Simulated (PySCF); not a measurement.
**Continuum solvent and chemical shifts**

Molfile (atoms numbered from 1):
```
C7H13NSi
     RDKit          3D

 22 22  0  0  0  0  0  0  0  0999 V2000
    3.6327    0.2373   -1.3176 C   0  0  0  0  0  0  0  0  0  0  0  0
    2.3756    0.1250   -0.5946 C   0  0  0  0  0  0  0  0  0  0  0  0
    1.3310    0.0275    0.0139 C   0  0  0  0  0  0  0  0  0  0  0  0
    0.0631   -0.0820    0.7268 C   0  0  1  0  0  0  0  0  0  0  0  0
   -0.6327    1.2847    0.9597 C   0  0  0  0  0  0  0  0  0  0  0  0
   -1.7776    1.2853   -0.0473 C   0  0  0  0  0  0  0  0  0  0  0  0
   -2.1893   -0.1021   -0.0597 N   0  0  0  0  0  0  0  0  0  0  0  0
   -3.7638   -0.6740   -0.4973 Si  0  0  0  0  0  4  0  0  0  0  0  0
   -0.9908   -0.9127   -0.0695 C   0  0  0  0  0  0  0  0  0  0  0  0
    3.5088   -0.0303   -2.3788 H   0  0  0  0  0  0  0  0  0  0  0  0
    4.3983   -0.4304   -0.8926 H   0  0  0  0  0  0  0  0  0  0  0  0
    4.0266    1.2651   -1.2766 H   0  0  0  0  0  0  0  0  0  0  0  0
    0.2556   -0.5645    1.6983 H   0  0  0  0  0  0  0  0  0  0  0  0
    0.0601    2.1282    0.8372 H   0  0  0  0  0  0  0  0  0  0  0  0
   -1.0443    1.3182    1.9789 H   0  0  0  0  0  0  0  0  0  0  0  0
   -2.6097    1.9448    0.2458 H   0  0  0  0  0  0  0  0  0  0  0  0
   -1.4146    1.6280   -1.0394 H   0  0  0  0  0  0  0  0  0  0  0  0
   -4.0213   -0.7968   -1.9734 H   0  0  0  0  0  0  0  0  0  0  0  0
   -3.9384   -2.0334    0.0996 H   0  0  0  0  0  0  0  0  0  0  0  0
   -4.7670    0.2865    0.0548 H   0  0  0  0  0  0  0  0  0  0  0  0
   -0.6021   -1.0906   -1.0914 H   0  0  0  0  0  0  0  0  0  0  0  0
   -1.1754   -1.8974    0.3890 H   0  0  0  0  0  0  0  0  0  0  0  0
  1  2  1  0
  2  3  3  0
  3  4  1  0
  4  5  1  0
  5  6  1  0
  6  7  1  0
  7  8  1  0
  7  9  1  0
  9  4  1  0
  1 10  1  0
  1 11  1  0
  1 12  1  0
  4 13  1  1
  5 14  1  0
  5 15  1  0
  6 16  1  0
  6 17  1  0
  8 18  1  0
  8 19  1  0
  8 20  1  0
  9 21  1  0
  9 22  1  0
M  END
```

GIAO PBE0/pcSseg-1 in PySCF 2.14 on one PBE0-D3(BJ)/def2-SVP conformer, non-relativistic, equivalent nuclei averaged. Solvents enter as an IEF-PCM continuum (chloroform with ε = 4.7, methanol with ε = 32.6) around the gas-phase geometry. Shifts are referred to TMS computed in the same medium.

Gas phase, δ in ppm: C3 89.1, C2 82.3, C9 59.1, C6 51.4, C5 38.8, C4 30.8, C1 4.7, Si8 -55.0, H18/H19/H20 4.59, H22 3.36, H16 2.90, H13 2.86, H17 2.77, H21 2.69. Dipole moment 1.19 D.

(1) How does each δ change in the continuum?

(2) Which nuclei move most (in ppm), and what does the model miss?

Answers

(1) 
```
      atoms                         environment  Δδ, chloroform  Δδ, methanol
         C3                       alkyne carbon            +1.0          +1.4
         C2                       alkyne carbon            +1.4          +2.0
         C9                 sp3 CH2 bonded to N            +0.7          +1.0
         C6                 sp3 CH2 bonded to N            +0.6          +0.9
         C5                   sp3 CH2 in a ring            +0.6          +0.9
         C4                  propargylic sp3 CH            +0.1          +0.2
         C1           propargylic methyl carbon            -0.2          -0.2
        Si8            silicon bonded to N, 3 H            -0.4          -0.6
H18/H19/H20   hydrogen on a silicon bonded to N           -0.04         -0.06
        H22  hydrogen on an sp3 CH2 bonded to N           +0.10         +0.15
        H16  hydrogen on an sp3 CH2 bonded to N           +0.10         +0.14
        H13    hydrogen on a propargylic sp3 CH           +0.08         +0.11
        H17  hydrogen on an sp3 CH2 bonded to N            0.00         -0.01
        H21  hydrogen on an sp3 CH2 bonded to N           -0.04         -0.07
```

Changes are relative to the gas phase. The dipole moment becomes 1.30 D in chloroform, 1.33 D in methanol.

(2) C2 (alkyne carbon, +2.0 ppm) in methanol. A continuum only polarises the solute; specific hydrogen bonds, the anisotropy of aromatic solvents and changes of geometry or conformer are outside it.
